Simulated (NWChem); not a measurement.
Species: C$_{4}$H$_{4}$ClF; SMILES C(=C(Cl)F)=CC

All runs: NWChem. Pople sets run with spherical d functions. Coordinates come from a PBE0/def2-SVP optimisation. Level: M06-2X/6-31G* with SMD (1 M gas to 1 M solution), gas-phase geometry.

### Question
Order these by “cavity-dispersion-structure term (kcal/mol)”, lowest first: ethylene glycol; chlorobenzene; ethyl acetate; water; methanol.

### Answer
chlorobenzene (-1.7), ethyl acetate (-1.0), methanol (-0.1), ethylene glycol (2.4), water (3.9)
